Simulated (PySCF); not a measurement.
Compound: C₅H₁₁B.
Atom-mapped SMILES: `[CH3:1][BH:2][CH2:3]/[CH:4]=[CH:5]/[CH3:6]` (hydrogens: H7, H8, H9 on C1; H10 on B2; H11, H12 on C3; H13 on C4; H14 on C5; H15, H16, H17 on C6)

Cartesian coordinates in Å at the PBE0-D3(BJ)/def2-SVP level; atoms count from 1:
```xyz
17
C5H11B angstrom
C      3.2323    0.1858    0.7298
B      1.8799    0.4675    0.0011
C      0.6728   -0.5300    0.0228
C     -0.6902    0.0368   -0.2016
C     -1.7459   -0.1394    0.5993
C     -3.0960    0.4628    0.3898
H      3.3410   -0.8236    1.1536
H      3.2779    0.9072    1.5698
H      4.1083    0.4255    0.1055
H      1.7701    1.4936   -0.6436
H      0.9600   -1.1678   -0.8497
H      0.6992   -1.2131    0.8884
H     -0.8075    0.6746   -1.0884
H     -1.6251   -0.7723    1.4895
H     -3.8758   -0.3139    0.3124
H     -3.3846    1.1097    1.2359
H     -3.1303    1.0703   -0.5270
```

Method: core-valence-separated Tamm–Dancoff BHandHLYP/aug-pcX-1 (pcseg-1 on H) in PySCF, non-relativistic, gas phase, PBE0-D3(BJ)/def2-SVP geometry. The energies are unshifted.

**Question.** List the carbon K-edge absorption lines.

**Answer.** 
```csv
E (eV),f,core hole on,main final orbital,polarisation
282.96,0.0320,C5,LUMO+6 (51 %),normal to the local trigonal plane
282.97,0.0912,C4,LUMO+6 (50 %),normal to the local trigonal plane
283.70,0.0009,C1,LUMO (83 %),–
283.93,0.0024,C3,LUMO (84 %),–
284.72,0.0059,C1,LUMO+1 (81 %),–
285.05,0.0162,C3,LUMO+1 (36 %),–
285.34,0.0076,C6,LUMO+2 (67 %),–
285.44,0.0029,C4,LUMO (91 %),in the local trigonal plane
285.55,0.0294,C1,spread,–
285.59,0.0252,C1,LUMO+3 (40 %),–
285.61,0.0139,C5,spread,in the local trigonal plane
285.61,0.0250,C3,spread,–
285.76,0.0037,C3,LUMO+6 (64 %),–
285.86,0.0173,C4,spread,in the local trigonal plane
285.87,0.0084,C6,LUMO+6 (51 %),–
286.07,0.0254,C6,spread,–
286.13,0.0040,C5,LUMO (67 %),in the local trigonal plane
286.27,0.0019,C1,spread,–
286.35,0.0223,C6,LUMO+8 (45 %),–
286.41,0.0014,C3,LUMO+1 (40 %),–
286.46,0.0009,C5,LUMO+2 (70 %),–
286.48,0.0011,C4,LUMO+1 (50 %),in the local trigonal plane
```

The first line with a tenth or more of the strongest one's intensity is at 282.96 eV (f = 0.032), with the hole on C5 (alkene CH carbon), polarised normal to the local trigonal plane: a 1s→π* resonance. The strongest listed is at 282.97 eV (f = 0.091; C4, 1s→π*).

**Question.** List the boron K-edge absorption lines.

**Answer.** 
| E (eV) | f | core hole on | main final orbital |
| --- | --- | --- | --- |
| 185.81 | 0.0922 | B2 | LUMO (70 %) |
| 190.66 | 0.0061 | B2 | LUMO+1 (69 %) |
| 191.09 | 0.0091 | B2 | LUMO+3 (63 %) |
| 191.31 | 0.0018 | B2 | LUMO+4 (57 %) |
| 191.59 | 0.0022 | B2 | LUMO+5 (35 %) |
| 191.69 | 0.0025 | B2 | LUMO+6 (80 %) |
| 192.19 | 0.0012 | B2 | LUMO+2 (39 %) |

The first line with a tenth or more of the strongest one's intensity is at 185.81 eV (f = 0.092), with the hole on B2 (three-coordinate boron). It is also the strongest listed.

Roots within 0.03 eV whose holes lie on the same, on equivalent or on shared atoms are summed into one line, and the highest roots are left out, as the search may have cut off their partners. Final orbitals are the ground state's empty Kohn–Sham orbitals. A dash: too weak, shared between unlike atoms, or no plane or axis to refer to.

**Question.** What length of transition dipole belongs to the line at 285.55 eV?

**Answer.** From f = (2/3) ΔE |μ|² in atomic units, with ΔE = 10.494 Eh and f = 0.0294: |μ| = 0.065 au = 0.16 D.

The ionisation thresholds weren't computed; near and above them a finite basis only mimics Rydberg series and continuum.

One conformer stands for the species.
